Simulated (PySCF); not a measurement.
```xyz
3
charge 0 multiplicity 4, angstrom
Tc    0.0000    0.0000    0.0000
O     0.0000    0.0000    1.7196
O     0.0000    0.0000   -1.7196
```

Method: UPBE0/[Tc def2-TZVP with ECP28, O def2-TZVP], scalar-relativistic core potentials, density fitting, no spin–orbit coupling, PySCF.

This geometry of TcO₂ is a stationary point at this level.

Problem. What is the point group?

Solution. D∞h.

Problem. Is it a minimum?

Solution. No: it has 2 imaginary modes (one degenerate set), at 280i cm⁻¹ (πu).

Problem. Which band is strongest in the infrared?

Solution. 939 cm⁻¹ (σu+), 325 km/mol.

Problem. Give the atomic charges and bond orders.

Solution. 
```csv
atom,Mulliken,Löwdin,polar tensor,spin (Mulliken),Mayer order to Tc1
Tc1,1.13,0.76,1.49,3.38,–
"O2,3",-0.57,-0.38,-0.75,-0.19,1.77
```
Other Mayer orders above 0.3: O–O 0.40.

Only a few start shapes were tried, so a lower isomer may exist. With open d or f shells other occupations or spin states may lie lower. At this level a quartet minimum of C2v symmetry lies 78 kJ/mol below this structure.
